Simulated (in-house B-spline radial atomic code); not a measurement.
**Removing one electron from the iron ion Fe¹⁴⁺**

Closed shell [Ne] 3s2. Computed with an all-electron radial atomic-structure program (B-spline basis): Koopmans values of Dirac-Hartree-Fock plus a diagonal self-energy, in second order or with its direct term screened (direct RPA, with the hole-particle interaction, or full time-dependent Hartree-Fock), linearised in energy; no-pair Dirac-Coulomb Hamiltonian, finite nucleus. Shifts add to the Koopmans value (the ΔSCF shift is orbital relaxation alone); the final value takes TDHF screening with Breit and QED.

Command:
```bash
python run_mb.py task.json out
```
Settings (nuclear radius in fm, box in bohr, cutoff in hartree):
```
basis_form          2
Z                   26
core_configuration  [Ne] 3s2
rms_radius          3.7377
mass_number         56
speed_of_light      137.036
box_radius          5.873
lmax                7
intervals           61
virtual_cutoff      2704.0
```

Cost of the run: 4.6 s on 1 thread of Arm Neoverse N1, with other jobs on the host.

Energies in eV:

```csv
subshell,Koopmans,ΔSCF shift,second order,direct RPA,hole-particle,TDHF,Breit + QED,final
3s1/2,453.25,-0.181,?,?,?,?,?,?
```

Q: What does the self-energy do to 3s1/2?

A: It shifts the removal energy by 2.282 eV in second order, 1.317 with direct RPA, 1.656 with the hole-particle term and 2.115 with TDHF screening (quasi-particle weight 0.984); Breit and QED add -0.193 eV. The final value is 455.18 eV, against 456.2 ± 0.5 eV (NIST, measured). The mixing of s² with p² in the ground state is caught to low order only, which falls short in light ions.
